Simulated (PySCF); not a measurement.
Order these species by their calculated properties.

Species are written as SMILES; each is one conformer at its optimised geometry, gas phase, non-relativistic unless stated. Electronic properties by PySCF.

Dipoles, sizes and rotational constants follow the conformer. The torsions of the flexible species, by atom-mapped SMILES:
- `[CH3:1][CH2:2][CH2:3][B@@H-:4]([PH3+:5])[Cl:6]`: C1–C2–C3–B4 -173°, C2–C3–B4–P5 -56°
- `[CH3:1][PH+:2]([CH3:3])[BH2-:4][PH+:5]([CH3:6])[CH3:7]`: C1–P2–B4–P5 -177°, P2–B4–P5–C6 -176°
- `[CH:1]#[C:2]/[CH:3]=[CH:4]\[c:5]1[cH:6][cH:7][cH:8][o:9]1`: C3–C4–C5–C6 -1°
- `[PH2:1][PH2:2]`: H–P1–P2–H 178°, H–P1–P2–H 86°
- `[O:1]=[c:2]1[c:3]([F:4])[c:5]([O:6][CH:7]([F:8])[F:9])[c:10]1=[O:11]`: C3–C5–O6–C7 169°, C5–O6–C7–F8 153°
- `[CH3:1][CH2:2][NH+:3]1[BH2-:4][NH2+:5][BH2-:6]1`: C1–C2–N3–B4 -176°

The conformers of `FC(F)(F)[C@@H]1C[O][Ge@H]([PH2])[O]1` aren't listed.

Problem. Rank by lowest triplet excitation (Tamm–Dancoff), lowest first (TDA PBE0/def2-SVPD at PBE0-D3(BJ)/def2-SVP geometries).
A. `C(#N)[Si](C#N)(C#N)C#N`
B. `FC(F)(F)[C@@H]1C[O][Ge@H]([PH2])[O]1`
C. `C[PH+](C)[BH2-][PH+](C)C`
D. `CCC[B@@H-]([PH3+])Cl`

Solution. B (5.19 eV), A (5.37 eV), D (6.00 eV), C (7.39 eV).

Problem. Rank by dipole moment, highest first (PBE0/def2-SVPD at PBE0-D3(BJ)/def2-SVP geometries).
A. `N#C[Si](C#N)(C#N)C#N`
B. `C#C/C=C\c1ccco1`
C. `CCC[B@@H-]([PH3+])Cl`
D. `[Sc][Br]`

Solution. C (4.71 D), D (3.02 D), B (0.92 D), A (0.00 D).

Problem. Rank by HOMO energy, highest first (PBE0/def2-SVPD at PBE0-D3(BJ)/def2-SVP geometries).
A. `[Sc][Br]`
B. `C#C/C=C\c1ccco1`
C. `[Si](C#N)(C#N)(C#N)C#N`
D. `C[PH+](C)[BH2-][PH+](C)C`
E. `CCC[B@@H-]([PH3+])Cl`
F. `FC(F)(F)[C@@H]1C[O][Ge@H]([PH2])[O]1`

Solution. A (-4.96 eV), B (-6.13 eV), E (-7.53 eV), F (-7.86 eV), C (-11.37 eV), D (-12.74 eV).

Problem. Give the two extremes of that set in hartree.

Solution. `C[PH+](C)[BH2-][PH+](C)C`: -0.468 Eh; `[Sc][Br]`: -0.182 Eh.

Problem. Rank by electronic spatial extent ⟨r²⟩ about the centre of nuclear charge, highest first (PBE0/def2-SVPD at PBE0-D3(BJ)/def2-SVP geometries).
A. `[Sc][Br]`
B. `o1cccc1/C=C\C#C`
C. `N#C[Si](C#N)(C#N)C#N`
D. `C([B@H-](Cl)[PH3+])CC`
E. `C[PH+](C)[BH2-][PH+](C)C`

Solution. E (1696 bohr²), C (1331 bohr²), B (1270 bohr²), D (1250 bohr²), A (346 bohr²).

Problem. Rank by lowest singlet excitation, highest first (TDDFT PBE0/def2-SVPD at PBE0-D3(BJ)/def2-SVP geometries).
A. `FC(F)(F)[C@@H]1C[O][Ge@H]([PH2])[O]1`
B. `C[PH+](C)[BH2-][PH+](C)C`
C. `C([Si](C#N)(C#N)C#N)#N`
D. `CCC[B@@H-]([PH3+])Cl`

Solution. B (7.80 eV), C (6.42 eV), D (6.32 eV), A (6.14 eV).

Problem. By how much do the two ends of that ranking differ?

Solution. By 1.66 eV, between `C[PH+](C)[BH2-][PH+](C)C` and `FC(F)(F)[C@@H]1C[O][Ge@H]([PH2])[O]1`.

Problem. Rank by smallest rotational constant, lowest first (PBE0-D3(BJ)/def2-SVP).
A. `O=c1c(F)c(OC(F)F)c1=O` (C5HF3O3)
B. `c1cccc2cocc12` (C8H6O)
C. `C[PH+]([BH2-][PH+](C)C)C` ([C4H16BP2]+)
D. `CCC[B@@H-]([PH3+])Cl` (C3H11BClP)
E. `[Sc][Br]` (ScBr)
F. `CC[NH+]1[BH2-][NH2+][BH2-]1` (C2H12B2N2)
G. `c1coc(/C=C\C#C)c1` (C8H6O)
H. `PP` (P2H4)

Solution. A (0.559 GHz), C (0.747 GHz), G (0.859 GHz), D (0.985 GHz), B (1.144 GHz), F (1.862 GHz), E (3.158 GHz), H (5.706 GHz).

Problem. By how much do the two ends of that ranking differ?

Solution. By 5.147 GHz, between `PP` (P2H4) and `O=c1c(F)c(OC(F)F)c1=O`.
